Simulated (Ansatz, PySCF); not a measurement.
Molecule: BiF3, net charge 0, singlet state. 
Coordinates optimised at B3LYP-D3(BJ)/def2-TZVP (Ansatz, an electronic-structure program):
SMILES: [F][Bi]([F])[F]
```xyz
4

Bi     0.0004    -0.0017     0.2538
F     -1.3717    -1.0299    -0.7847
F     -0.2126     1.7093    -0.7687
F      1.5802    -0.6640    -0.7875
```
Charge 0, spin multiplicity 1.

Dipole moments at this geometry, in debye (magnitudes).

| level | program | dipole (D) |
|---|---|---|
| SVWN5/def2-TZVPD | Ansatz | (withheld) |
| PBE/def2-TZVPD | Ansatz | 4.81 |
| revPBE/def2-TZVPD | Ansatz | 4.81 |
| B97M-V/def2-TZVPD | Ansatz | 5.03 |
| PBE0/def2-TZVPD | PySCF | 5.11 |
| BHLYP/def2-TZVPD | Ansatz | 5.42 |
| r2SCANh/def2-TZVPD | Ansatz | 5.03 |
| r2SCAN0/def2-TZVPD | Ansatz | 5.18 |
| M06-2X/def2-TZVPD | PySCF | 5.43 |
| CAM-B3LYP/def2-TZVPD | Ansatz | 5.23 |
| wB97M-V/def2-TZVPD | Ansatz | 5.16 |
| wB97X-V/def2-TZVPD | Ansatz | 5.19 |
| CCSD(T)/def2-SVPD | Ansatz | (withheld) |

### Question
Some entries are withheld; supply them.

### Answer

- SVWN5/def2-TZVPD, dipole (D): 4.79
- CCSD(T)/def2-SVPD, dipole (D): 5.28
